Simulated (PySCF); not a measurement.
Bond length, frequency and bond energy of CeC by level of theory

State: triplet, about 1.3 electrons in the 4f shell (Mulliken), real f orbitals that mix terms. Set-up: Ce x2c-SVPall, C x2c-SVPall; spin-free X2C with a Gaussian nucleus (PySCF 2.14). De refers to Ce (4f1 5d1 6s2) + C in their high-spin ground configurations, without counterpoise correction. The functionals are run spin-unrestricted. A positive dipole means Ce(−)C(+). Levels whose curve was spin-contaminated or gave no clean fit are not listed.

```tsv
Level	Re (Å)	ωe (cm⁻¹)	De (eV)	μ (D)	CPU s a point (SCF and correlation, without the integrals)
PBE	1.878	797	5.85	-6.47	7.6
PW91	1.879	796	5.84	-6.51	8.7
r²SCAN	1.877	811	5.26	-6.87	20
PBE0	1.873	826	5.11	-7.12	12
BHandHLYP	1.889	813	3.96	-7.68	6.2
CAM-B3LYP	1.868	839	4.73	-7.57	21
```

Question: What does a quarter of exact exchange do here, going from PBE to PBE0?

Answer: PBE0 less PBE: -0.5 pm in Re, +3.6 % in ωe, -0.74 eV in De. Exact exchange removes part of the self-interaction that spreads semilocal densities, and in most molecules shortens and stiffens the bond and lowers De; so it does here.

Question: What does the step from GGA to meta-GGA do here, going from PBE to r²SCAN?

Answer: r²SCAN less PBE: -0.1 pm in Re, +1.8 % in ωe, -0.59 eV in De. 

Spin–orbit coupling is left out, which matters for elements this heavy, above all for dissociation energies. Counting both spins, an empty level lies below a filled one in some of these solutions, because spin and occupation are held. With d or f electrons several states lie close, and the lowest PBE0 determinant need not be the measured ground state.

The whole job (state search and all levels along the bond) took about 16 min on 2 threads of Arm Neoverse V2 (shared host), peak memory 4.5 GiB.
